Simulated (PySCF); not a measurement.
Numbering as in the mapped SMILES `[CH2:1]=[CH:2][CH:3]([CH:4]=[CH2:5])[C:6]([NH2:7])=[O:8]` (H(Xn): hydrogen on atom n). Ha(C1), Ha(C5) are cis to C3; Ha(N7) is cis to the C=O or C=S heteroatom; Hb(C1), Hb(C5) are trans to C3; Hb(N7) is trans to the C=O or C=S heteroatom.

- GIAO PBE0/pcSseg-1 shieldings
- geometry: GFN2-xTB
- code: PySCF 2.14.0 with density-fitted response routines
- equivalent nuclei averaged, no solvent model, no relativistic terms, single conformer

Chemical shifts δ = σref − σ; TMS for 13C, 1H; 15N against NH3; 17O vs H2O, all at this level.

| atoms | nucleus | count | Hirshfeld charge | δ (ppm) |
| --- | --- | --- | --- | --- |
| C6 | 13C | 1 | 0.18 | 172.9 |
| Ha(C1)/Ha(C5) | 1H | 2 | 0.04 | 5.28 |
| C2/C4 | 13C | 2 | -0.04 | 147.9 |
| H(C3) | 1H | 1 | 0.04 | 2.95 |
| C3 | 13C | 1 | -0.03 | 66.6 |
| N7 | 15N | 1 | -0.17 | ? |
| Ha(N7) | 1H | 1 | 0.14 | 4.33 |
| O8 | 17O | 1 | -0.29 | ? |
| C1/C5 | 13C | 2 | -0.11 | 119.9 |
| Hb(C1)/Hb(C5) | 1H | 2 | 0.05 | ? |
| H(C2)/H(C4) | 1H | 2 | 0.05 | ? |
| Hb(N7) | 1H | 1 | 0.14 | 4.83 |

Estimate the values marked ?.

Results:


- H(C2)/H(C4): 6.51 ppm, hydrogen on an alkene CH; attached to an sp2 carbon and in the plane of the double bond
- Hb(C1)/Hb(C5): 5.28 ppm, hydrogen on a terminal =CH2 carbon; a vinylic proton, deshielded by the sp2 carbon and the C=C anisotropy
- N7: 115.3 ppm, amide-type nitrogen
- O8: 399.8 ppm, amide-type carbonyl oxygen

Exchangeable OH/NH protons stand at their gas-phase positions; hydrogen bonding in a real sample shifts them, mostly to higher δ. The two substituents on the amide-type nitrogen aren't averaged: C–N rotation is slow on the NMR time scale. Shifts are as computed. Against solution values, carbons near 30 ppm lie about +3 ppm off and those near 130 ppm about +5 ppm. Of 1211 compounds with measured shifts, 218 miss one by over three times the rms of a fit or turn the order of signals round; such compounds aren't used in these exercises. Hydrogen bonding in solution shields acid and N–H amide carbonyl oxygens by tens of ppm. The C=O carbon of an acid or of an amide with N–H lies up to 10 ppm further downfield in solution, through hydrogen bonding that the calculation lacks. Unscaled 17O shifts of doubly bonded oxygen tend to come out too high, by tens of ppm or more. Experimental scales use liquid or dissolved standards, which lie at an offset from isolated NH3 (liquid NH3: subtract about 20 ppm) and H2O (liquid H2O: subtract about 36 ppm).
